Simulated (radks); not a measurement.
Species: Ta XIX. Configuration: [Kr] 4d10 4f9. All-electron calculation, non-relativistic Kohn-Sham, LDA (Slater exchange, Perdew-Wang correlation), spin-unpolarised, spherical densities, point nucleus; relativity is left out, which matters for an element this heavy. Program: a radial shooting solver on a logarithmic mesh with Libxc functionals.

Unscreened Slater integrals over Kohn-Sham orbitals (hartree).

integral,value
"F0(4f,4f)",1.7732
"F2(4f,4f)",0.90460
"F4(4f,4f)",0.58158
"F6(4f,4f)",0.42265
"F0(4f,4d)",1.7735
"F2(4f,4d)",0.88597
"F4(4f,4d)",0.57476
"G1(4f,4d)",0.99850
"G3(4f,4d)",0.65429
"G5(4f,4d)",0.47055
"F0(4f,4p)",1.7859
"F2(4f,4p)",0.90262
"G2(4f,4p)",0.76344
"G4(4f,4p)",0.54261
"F0(4f,4s)",1.7947
"G3(4f,4s)",0.63357
"F0(4d,4d)",1.7937
"F2(4d,4d)",0.91844
"F4(4d,4d)",0.61898
"F0(4d,4p)",1.8051
"F2(4d,4p)",0.93256
"G1(4d,4p)",1.1681
"G3(4d,4p)",0.74109
"F0(4d,4s)",1.8128
"G2(4d,4s)",0.90233
"F0(4p,4p)",1.8199
"F2(4p,4p)",0.95696
"F0(4p,4s)",1.8278
"G1(4p,4s)",1.2456
"F0(4s,4s)",1.8363

Derived for the open shells (J is the average intra-shell exchange parameter used in DFT+U). 4f: F4/F2 = 0.643, F6/F2 = 0.467, J = (286 F2 + 195 F4 + 250 F6)/6435 = 0.07425 hartree.
